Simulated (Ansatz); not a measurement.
Frontier orbitals of `F[BH][GaH][F]`.

Cartesian coordinates in Å:
```
F 0.717 -0.418 -1.955
B 0.875 -0.344 -0.647
Ga -0.784 0.133 0.581
F -0.825 1.845 1.025
H 1.985 -0.555 -0.234
H -1.966 -0.661 1.231
```

Total charge 0; spin multiplicity 1. Correlated methods include outer-core shells of Ga, which these sets cover unevenly. Scalar relativity is left out up to krypton. The structure was optimised at the PBE0-D4/def2-TZVP level. It is one conformer, not always the lowest. Basis def2-TZVPP, Ansatz 0.2.0.

Orbital energies of one run (eV). Highest occupied ones, from the top: -10.18, -12.58, -13.26, -13.41, -14.60, -16.13, -16.20, -16.71, -19.02, -25.92, -26.00, -26.15, -26.24, -26.29. Empty: 0.10, 0.40, 2.69, 3.30, 3.61, 4.22.

Which functional gave them?
A. LDA (SPW92)
B. BHLYP
C. ωB97X-V
D. PBE

C. HOMO energies: ωB97X-V -10.18, BHLYP -9.10, LDA (SPW92) -6.69, PBE -6.56 eV.
